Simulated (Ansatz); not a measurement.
Program: Ansatz. Geometries: PBE0-D4/def2-TZVP. ΔE: electronic, gas phase. CCSD(T)/CBS adds triple-zeta CCSD(T) − MP2 to the extrapolated MP2 energy (def2 sets, frozen cores). This one scheme is used for every species. DFT in def2-TZVPP. B3LYP here is the variant with VWN-RPA as its local correlation; programs differ in this. For Br outer-core shells are correlated without core-valence functions, which leaves a few kJ/mol of doubt a bond. Scalar relativity is left out up to krypton. Each species was taken in one conformer, which may not be the lowest.

`F[SiH](Br)Br` + `N[SiH3]` → `F[SiH](Br)N[SiH3]` + HBr  (ligand exchange at the Si–Br bond)

```
             level  ΔE (kcal/mol)  difference from CCSD(T)/CBS
            PBE-D4            3.7                          1.6
         r2SCAN-D4            2.9                          0.8
           PBE0-D4            3.1                          1.0
          B3LYP-D4            1.8                         -0.3
           ωB97X-V            2.0                         -0.1
           ωB97M-V            2.1                          0.0
            B2PLYP            2.2                          0.1
               PBE            4.4                          2.3
            r2SCAN            3.2                          1.1
              PBE0            3.8                          1.7
             B3LYP            2.8                          0.7
     HF/def2-TZVPP            1.6                         -0.5
    MP2/def2-TZVPP            1.8                         -0.3
SCS-MP2/def2-TZVPP            1.4                         -0.7
   CCSD/def2-TZVPP            0.7                         -1.4
CCSD(T)/def2-TZVPP            0.7                         -1.4
     HF/def2-QZVPP            1.5                         -0.6
    MP2/def2-QZVPP            2.6                          0.5
SCS-MP2/def2-QZVPP            2.0                         -0.1
      HF/CBS(def2)            1.5                         -0.6
     MP2/CBS(def2)            3.2                          1.1
    CCSD/CBS(def2)            2.1                          0.0
       CCSD(T)/CBS            2.1                            0
```

Largest T1 diagnostic among the species: 0.010.

The D4 term adds −1.0 kcal/mol with B3LYP and −0.6 kcal/mol with PBE0; it sums over pairs of atoms, weighted by their polarisabilities, and B3LYP, whose exchange is more repulsive, gets the larger term.

CCSD(T)/CBS has its own doubt, a few kJ/mol and more with outer-core shells, so smaller differences from it don't rank the levels.
